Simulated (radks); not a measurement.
Ionisation of the ruthenium ion Ru+, [Kr] 4d7, to [Kr] 4d6 as the strength of local exchange is varied. All-electron calculation, scalar-relativistic Kohn-Sham, Slater X-alpha exchange (alpha = 2/3 is LDA exchange), no correlation, spin-polarised, spherical densities, finite nucleus; open shells are filled with parallel spins first (spin-orbit coupling, left out, can overturn this in heavy ions); Fermi nuclear charge, rms radius 4.4809 fm. Program: a radial shooting solver on a logarithmic mesh with Libxc functionals.

alpha  E(Ru+) (hartree)  exchange (hartree)  IE (eV)  -e of the level emptied (eV)  <r> of it (bohr)
0.556       -4501.23849          -103.44274   14.153                    9.122 (4d)             1.746
0.626       -4514.30380          -116.80834   14.948                    9.806 (4d)             1.710
0.667       -4521.97415          -124.67219   15.431                   10.225 (4d)             1.690
0.689       -4526.09537          -128.90259   15.696                   10.456 (4d)             1.679
0.69        -4526.28279          -129.09506   15.708                   10.466 (4d)             1.679
0.772       -4541.67767          -144.93043   16.728                   11.364 (4d)             1.640
0.79        -4545.06407          -148.42045   16.959                   11.568 (4d)             1.632
0.854       -4557.12508          -160.87002   17.801                   12.318 (4d)             1.604

NIST Atomic Spectra Database: 16.8 +/- 0.06 eV (semi-empirical). The Delta-SCF value meets it near alpha = 0.77. Open shells are spherical and high-spin; term and fine-structure splittings are not resolved.
